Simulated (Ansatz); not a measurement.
Relaxation of BrCl$_{2}$GeH$_{3}$O$_{2}$ (9 atoms, charge 0, multiplicity 1), to a largest force component of 0.03 eV/Å in at most 50 steps.

Method: Ansatz, RKS PBE/def2-SVP.

```xyz
9
Properties=species:S:1:pos:R:3
Ge 0.482 0.261 -0.411
O -0.789 -0.186 2.246
H -1.472 0.439 1.922
Cl 1.415 0.191 -2.344
Cl -1.366 1.409 -0.588
O 0.225 -1.398 0.108
H -0.213 -1.281 0.998
Br 1.909 1.513 1.030
H -0.069 0.405 2.585
```

**Question.** Where does it end, and by what steps?

**Answer.** The run converged. After 12 steps the energy has fallen by 0.059 eV; H9 moved furthest, 0.37 Å.

| step | energy less start (eV) | largest force component (eV/Å) | accepted |
| --- | --- | --- | --- |
| 0 | 0.0000 | 0.434 | yes |
| 1 | -0.0441 | 0.165 | yes |
| 2 | -0.0511 | 0.139 | yes |
| 3 | -0.0532 | 0.111 | yes |
| 4 | -0.0554 | 0.102 | yes |
| 5 | -0.0563 | 0.082 | yes |
| 6 | -0.0571 | 0.034 | yes |
| 7 | -0.0576 | 0.041 | yes |
| 8 | -0.0579 | 0.121 | yes |
| 9 | -0.0585 | 0.091 | yes |
| 10 | -0.0590 | 0.043 | yes |
| 11 | -0.0590 | 0.041 | yes |
| 12 | -0.0592 | 0.024 | yes |

```xyz
9
Properties=species:S:1:pos:R:3
Ge 0.604 0.315 -0.483
O -0.965 -0.298 2.349
H -1.528 0.334 1.856
Cl 1.323 0.104 -2.493
Cl -1.260 1.467 -0.513
O 0.324 -1.285 0.184
H -0.149 -1.133 1.058
Br 2.102 1.569 0.770
H -0.329 0.279 2.816
```

Whether the end is a true minimum wasn't checked by a vibrational analysis.

Run time: 26 s on 4 threads of Arm Neoverse V2, on a shared host, peak memory 0.21 GiB.
